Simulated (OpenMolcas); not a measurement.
Dy3+ in SrF2: curves along the breathing mode

Dy3+ with its 8 nearest fluoride ions, on the Sr site of SrF2 (a = 5.796 Å, distance in the model lattice 2.510 Å). The rest of the host is ab initio model potentials to 7.6 Å and point charges beyond; the distance is set by hand and nothing relaxes, and no local charge compensation is placed. Ligand basis ANO-RCC-VDZP.

```yaml
Program: OpenMolcas 26.06
Method: CASSCF
Basis: ANO-RCC-VDZP [7s6p4d2f1g]
Scalar_Hamiltonian: DKH2, point nucleus
Active_space: 9 electrons in 7 orbitals (4f)
State_averaging: 2S+1 = 6 odd, 21 roots; 2S+1 = 4 odd, 115 roots kept (CI in the orbitals of an earlier block, 108 in the spin-orbit step); 2S+1 = 2 odd, 82 roots kept (CI in the orbitals of an earlier block, 39 in the spin-orbit step)
Spin-orbit_coupling: state interaction with AMFI integrals over the reference wave functions
```

Spin-free energies (labels of O, the rotations of Oh) in cm-1 above the lowest fitted minimum, as all ligands move together:

```json
{"R (Å)": "2.239", "6T1": "120", "6E": "120", "6T1(2)": "540", "6T2": "880", "6A2": "7460", "6T2(2)": "7970", "6T1(3)": "7980"}
{"R (Å)": "2.292", "6T1": "770", "6E": "770", "6T1(2)": "1140", "6T2": "1420", "6A2": "8130", "6T2(2)": "8550", "6T1(3)": "8570"}
{"R (Å)": "2.345", "6T1": "4290", "6E": "4290", "6T1(2)": "4610", "6T2": "4850", "6A2": "11660", "6T2(2)": "12020", "6T1(3)": "12040"}
{"R (Å)": "2.397", "6T1": "10110", "6E": "10110", "6T1(2)": "10390", "6T2": "10600", "6A2": "17490", "6T2(2)": "17800", "6T1(3)": "17830"}
{"R (Å)": "2.45", "6T1": "18120", "6E": "18120", "6T1(2)": "18370", "6T2": "18540", "6A2": "25510", "6T2(2)": "25780", "6T1(3)": "25800"}
{"R (Å)": "2.503", "6T1": "27940", "6E": "27940", "6T1(2)": "28160", "6T2": "28310", "6A2": "35340", "6T2(2)": "35570", "6T1(3)": "35590"}
{"R (Å)": "2.556", "6T1": "39310", "6E": "39320", "6T1(2)": "39510", "6T2": "39640", "6A2": "46720", "6T2(2)": "46920", "6T1(3)": "46940"}
```

Cubic fits give the following; the wavenumber is harmonic, with the mass of all moving ligands, small differences in it between states hang on the degree of the fit, a number in brackets counts states of one label, and the table is a selection of at most 14 states with clean curves.

```json
{"State": "6T1", "R0 (Å)": "2.253", "Breathing mode (cm-1)": "489", "Minimum (cm-1)": "0"}
{"State": "6E", "R0 (Å)": "2.253", "Breathing mode (cm-1)": "489", "Minimum (cm-1)": "0"}
{"State": "6T1(2)", "R0 (Å)": "2.254", "Breathing mode (cm-1)": "489", "Minimum (cm-1)": "400"}
{"State": "6T2", "R0 (Å)": "2.255", "Breathing mode (cm-1)": "489", "Minimum (cm-1)": "730"}
{"State": "6A2", "R0 (Å)": "2.253", "Breathing mode (cm-1)": "489", "Minimum (cm-1)": "7350"}
{"State": "6T2(2)", "R0 (Å)": "2.254", "Breathing mode (cm-1)": "489", "Minimum (cm-1)": "7830"}
{"State": "6T1(3)", "R0 (Å)": "2.254", "Breathing mode (cm-1)": "489", "Minimum (cm-1)": "7840"}
{"State": "4A2", "R0 (Å)": "2.251", "Breathing mode (cm-1)": "488", "Minimum (cm-1)": "24440"}
{"State": "4A1", "R0 (Å)": "2.252", "Breathing mode (cm-1)": "488", "Minimum (cm-1)": "24590"}
{"State": "4T2", "R0 (Å)": "2.252", "Breathing mode (cm-1)": "488", "Minimum (cm-1)": "24590"}
{"State": "4T1", "R0 (Å)": "2.252", "Breathing mode (cm-1)": "488", "Minimum (cm-1)": "24630"}
{"State": "4T2(2)", "R0 (Å)": "2.253", "Breathing mode (cm-1)": "488", "Minimum (cm-1)": "24840"}
{"State": "4E", "R0 (Å)": "2.254", "Breathing mode (cm-1)": "489", "Minimum (cm-1)": "25100"}
{"State": "4T1(2)", "R0 (Å)": "2.253", "Breathing mode (cm-1)": "489", "Minimum (cm-1)": "25030"}
```

For an f ion spin-orbit coupling outweighs the ligand field, so these spin-free curves are not those of observable levels.

High states are left out of the spin-orbit mixing, which shifts the levels that they would mix with. Without dynamic correlation the ligand-field splitting of an f shell can come out too small, at times by half. A group larger than the point group allows holds several states that coincide in this model. No measured value stands beside these numbers.
